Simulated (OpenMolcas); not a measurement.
Ta4+ with 6 ligands (chloride) in octahedral coordination (Oh). A charge of +0.333 e stands 3.2 Å behind each ligand. Ligand basis ANO-RCC-VDZP.

```
Program             : OpenMolcas 26.06
Method              : SS-CASPT2, IPEA 0.25 Eh, imaginary shift 0.1 Eh (the lowest 29 gerade and 27 ungerade orbitals frozen, chosen by energy and not by shell, so the metal 5p can be frozen and 4f correlated)
Basis               : ANO-RCC-VTZP [8s7p5d3f2g1h]
Scalar Hamiltonian  : DKH2, point nucleus
Active space        : 1 electron in 5 orbitals (5d)
State averaging     : 2S+1 = 2 even, 5 roots
Spin-orbit coupling : state interaction with AMFI integrals over the reference wave functions
```

All ligands move together. At R = 2.44 Å |10Dq| is 24848 cm-1, and at R = 2.52 Å it is 21941 cm-1.

**Question.** A third run gives 29690 cm-1. What distance was it run at?

**Answer.** With a power law R^-n the two known points give n = -ln(21941 / 24848) / ln(2.52 / 2.44) = 3.86. Then R = 2.44 × (24848 / 29690)^(1/3.86) = 2.330 Å. The run was at 2.32 Å, so the estimate is off by +0.010 Å.

Roots that are degenerate in the reference are averaged as groups; the widest CASPT2 spread within a group is 140 cm-1 (the 3-fold group of multiplicity 2 near 0 cm-1 above the lowest state of its run, R = 2.44). Shifts and gaps below about the spread of the groups concerned are not significant. Over all roots computed the reference weight is 0.66 in R = 2.32, 0.66 in R = 2.44, 0.66 in R = 2.52; a low but even weight reflects the number of correlated electrons. An orbital triplet at a regular site is open to Jahn-Teller coupling, which can distort the site and quench the lowest spin-orbit gaps and is left out. Ligand-to-metal charge-transfer states are missing. With one d shell and no ligand orbital active, 10Dq can be off by a tenth or more. The least metal-like active orbital is 65 % on the metal (Löwdin) and no ligand orbital is active, so the numbers are rough (holds for R = 2.32). The least metal-like active orbital is 72 % on the metal (Löwdin) and no ligand orbital is active, so the numbers are rough (holds for R = 2.44). The least metal-like active orbital is 74 % on the metal (Löwdin) and no ligand orbital is active, so the numbers are rough (holds for R = 2.52). No measured value stands beside these numbers; the geometry is a model, was not optimised and need not be the one that this ion takes.
